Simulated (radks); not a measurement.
Values are calculated unless marked as measured or tabulated.
Kinetic energies: the exact non-interacting value of the Kohn-Sham orbitals and orbital-free approximations, in hartree. Species: In+ [Kr] 4d10 5s2; Cu+ [Ar] 3d10. Code: a radial shooting solver on a logarithmic mesh with Libxc functionals. Model: non-relativistic Kohn-Sham, exchange-only LDA, spin-polarised, spherical densities, point nucleus. Every spin shell is full or empty, so the densities are truly spherical. Functionals are evaluated on that one density, not self-consistently.

functional          In+      Cu+
exact           5732.47  1634.96
Thomas-Fermi     5427.4   1529.2
von Weizsacker   2396.0   815.54
TF + vW          7823.4   2344.7
TF + vW/9        5693.6   1619.8
LC94             5736.5   1632.3
APBEK            5739.6   1633.8
revAPBEK         5749.9   1637.8
Perdew 92        5694.1   1620.0
Thakkar          5700.1   1625.2
Pearson          5679.6   1612.6
LKT              6839.4   2020.6
PG1              6602.3   1940.4
DePristo-Kress   5727.3   1630.9
Ernzerhof        5709.7   1626.3
